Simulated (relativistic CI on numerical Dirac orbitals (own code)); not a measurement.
**Mo¹³⁺: computed level list**

Method of calculation: Dirac-Coulomb-Breit CI, KLI orbitals optimised for each configuration, a model potential for QED, unscaled Slater integrals (own radial code, finite nucleus).

Configurations in the expansion (outside the closed core [Ar]): 3d10 4s, 3d10 4p, 3d10 4d, 3d10 4f, 3d10 5s, 3d10 5p, 3d10 5d, 3d10 5f, 3d10 6s, 3d10 5g, 3d9 4p2, 3d9 4s2, 3d10 6p, 3d8 4s 4p2, 3d10 6d, 3d10 6f. Levels of other configurations are missing.

The lowest level is 3d10 4s 2S_1/2, with 100 % of that term; Hund's rules for 3d10 4s give 2S with J = 1/2, in agreement.

```
No.  Configuration  Term    J  E (cm⁻¹)    %  Next component (%)  Landé g              jj configuration (%)
  1        3d10 4s    2S  1/2         0  100                        2.001                          4s (100)
  2        3d10 4p   2P°  1/2    235876  100                        0.665                       4p1/2 (100)
  3        3d10 4p   2P°  3/2    267013  100                        1.333                       4p3/2 (100)
  4        3d10 4d    2D  3/2    648106  100                        0.799                       4d3/2 (100)
  5        3d10 4d    2D  5/2    653265  100                        1.200                       4d5/2 (100)
  6        3d10 4f   2F°  5/2   1030558  100                        0.856                       4f5/2 (100)
  7        3d10 4f   2F°  7/2   1030600  100                        1.143                       4f7/2 (100)
  8        3d10 5s    2S  1/2   1084180  100                        2.002                          5s (100)
  9        3d10 5p   2P°  1/2   1186397  100                        0.665                       5p1/2 (100)
 10        3d10 5p   2P°  3/2   1199466  100                        1.334                       5p3/2 (100)
 11        3d10 5d    2D  3/2   1366338  100                        0.799                       5d3/2 (100)
 12        3d10 5d    2D  5/2   1368646  100                        1.200                       5d5/2 (100)
 13        3d10 5f   2F°  5/2   1533473  100                        0.857                       5f5/2 (100)
 14        3d10 5f   2F°  7/2   1533538  100                        1.143                       5f7/2 (100)
 15        3d10 5g    2G  7/2   1568507  100                        0.888                       5g7/2 (100)
 16        3d10 5g    2G  9/2   1568582  100                        1.111                       5g9/2 (100)
 17        3d10 6s    2S  1/2   1571874  100                        2.002                          6s (100)
 18        3d10 6p   2P°  1/2   1625305  100                        0.666                       6p1/2 (100)
 19        3d10 6p   2P°  3/2   1632110  100                        1.334                       6p3/2 (100)
 20        3d9 4s2    2D  5/2   1642421   98        2 3d9 4p2 2D    1.198                      3d5/2^5 (98)
 21        3d9 4s2    2D  3/2   1668945   98        2 3d9 4p2 2D    0.797              3d3/2^3 3d5/2^6 (98)
 22        3d10 6d    2D  3/2   1720454  100                        0.799                       6d3/2 (100)
 23        3d10 6d    2D  5/2   1721711  100                        1.200                       6d5/2 (100)
 24        3d10 6f   2F°  5/2   1809752  100                        0.857                       6f5/2 (100)
 25        3d10 6f   2F°  7/2   1809819  100                        1.143                       6f7/2 (100)
 26        3d9 4p2    4D  5/2   2117093   47               18 2D    1.268              3d5/2^5 4p1/2^2 (80)
 27        3d9 4p2    4D  7/2   2131544   77               19 4F    1.379          3d5/2^5 4p1/2 4p3/2 (91)
 28        3d9 4p2    4D  3/2   2134654   67               13 4F    1.087          3d5/2^5 4p1/2 4p3/2 (66)
 29        3d9 4p2    2F  5/2   2145070   54               19 4F    1.052          3d5/2^5 4p1/2 4p3/2 (91)
 30        3d9 4p2    4D  1/2   2149382   80                9 2S    0.330  3d3/2^3 3d5/2^6 4p1/2 4p3/2 (65)
```

Energies count from the lowest computed level; ° marks odd parity. Filled j subshells are mostly left out of the jj labels.

The mean weight of the leading LS term, summed over parents, in these 30 levels is 94 %, and that of the leading jj configuration (from the same eigenvectors) 96 %.

At this charge energies of transitions that change n are usually good to better than 1 %, and those within a shell (Δn = 0) to a few per cent.

LS names give the leading component of a level, which can be under half, so a name can repeat, a term be missing and a line seem to break the LS rules.
